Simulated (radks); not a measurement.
Question: Radial electron density D(r) = 4 pi r^2 rho(r) of an atom or ion with 27.5 electrons. Method: Dirac Kohn-Sham, PBE, spin-unpolarised, spherical densities, finite nucleus; Fermi nuclear charge, rms radius of each element as measured or else 0.836 A^(1/3) + 0.57 fm; computed with a radial shooting solver on a logarithmic mesh with Libxc functionals.

r (bohr)  D(r) (e/bohr)
0.005296          4.300
0.006067          5.375
0.006951          6.676
0.007964          8.233
0.009124          10.07
0.01045           12.20
0.01188           14.48
0.01361           17.16
0.01559           20.05
0.01787           23.07
0.02047           26.08
0.02345           28.89
0.02687           31.29
0.03078           33.05
0.03527           33.99
0.04008           34.01
0.04592           33.12
0.05261           31.50
0.06028           29.54
0.06906           27.80
0.07912           26.88
0.09064           27.26
0.1038            29.12
0.119             32.12
0.1352            35.24
0.1549            37.77
0.1775            38.38
0.2034            36.38
0.233             31.95
0.2669            26.17
0.3058            20.67
0.3504            17.02
0.4014            15.97
0.4562            17.01
0.5227            19.00
0.5988            20.35
0.686             20.02
0.786             17.83
0.9005            14.41
1.032             10.68
1.182             7.405
1.354             4.943
1.539             3.376
1.763             2.323
2.02              1.669
2.314             1.226
2.652            0.8857
3.038            0.6063
3.481            0.3817
3.988            0.2162
4.569            0.1082
5.192           0.04930
5.949           0.01807
6.815          0.005410
7.808          0.001288
8.946         0.0002375

What is the nuclear charge?

Answer: Z = 28. The innermost maximum, from 1s, lies near gamma/Z bohr with gamma = sqrt(1 - (Z/c)^2) = 0.979, here 0.035 bohr (found: 0.0376), and its height grows with Z. The density is that of the nickel ion Ni0.5+ in [Ar] 3d8 4s1.5; the configuration itself is not fixed sharply by these data, and Z only to about a unit. D(r) has 3 maxima, at r = 0.0376, 0.172, 0.628 bohr, and minima at 0.0817, 0.395 bohr, inside which lie 2.11, 10.76 electrons.
